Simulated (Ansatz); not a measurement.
`O[SiH2][SiH]([SiH3])S` + H₂O → `O[SiH]([SiH3])S` + `O[SiH3]`  (formal hydrolysis of the Si–Si bond)

Calculated with Ansatz (gas phase, PBE0-D4/def2-TZVP geometries, no zero-point term in ΔE). CBS: MP2 limit from def2 TZ/QZ plus the TZ coupled-cluster correction, frozen cores. This one scheme is used for every species. DFT in def2-TZVPP. B3LYP here is the variant with VWN-RPA as its local correlation; programs differ in this. One conformer a species, not always the lowest.

| level | ΔE (kJ/mol) | difference from CCSD(T)/CBS |
| --- | --- | --- |
| PBE-D4 | -67.2 | 18.6 |
| r2SCAN-D4 | -85.6 | 0.2 |
| PBE0-D4 | -71.8 | 14.0 |
| B3LYP-D4 | -87.5 | -1.7 |
| ωB97X-V | -89.3 | -3.5 |
| ωB97M-V | -93.3 | -7.5 |
| B2PLYP | -98.2 | -12.4 |
| PBE | -74.1 | 11.7 |
| r2SCAN | -87.7 | -1.9 |
| PBE0 | -78.4 | 7.4 |
| B3LYP | -98.7 | -12.9 |
| HF/def2-TZVPP | -118.3 | -32.5 |
| MP2/def2-TZVPP | -93.1 | -7.3 |
| SCS-MP2/def2-TZVPP | -99.6 | -13.8 |
| CCSD/def2-TZVPP | -92.9 | -7.1 |
| CCSD(T)/def2-TZVPP | -88.8 | -3.0 |
| HF/def2-QZVPP | -119.8 | -34.0 |
| MP2/def2-QZVPP | -91.9 | -6.1 |
| SCS-MP2/def2-QZVPP | -98.4 | -12.6 |
| HF/CBS(def2) | -120.0 | -34.2 |
| MP2/CBS(def2) | -90.2 | -4.4 |
| CCSD/CBS(def2) | -89.9 | -4.1 |
| CCSD(T)/CBS | -85.8 | 0 |

Largest T1 diagnostic among the species: 0.013.

In def2-TZVPP, CCSD(T) changes the Hartree–Fock value by +29.6 kJ/mol (the triples alone add +4.1 kJ/mol) and MP2 by +25.2 kJ/mol. The D4 term adds +11.2 kJ/mol with B3LYP and +6.5 kJ/mol with PBE0; it sums over pairs of atoms, weighted by their polarisabilities, and B3LYP, whose exchange is more repulsive, gets the larger term.
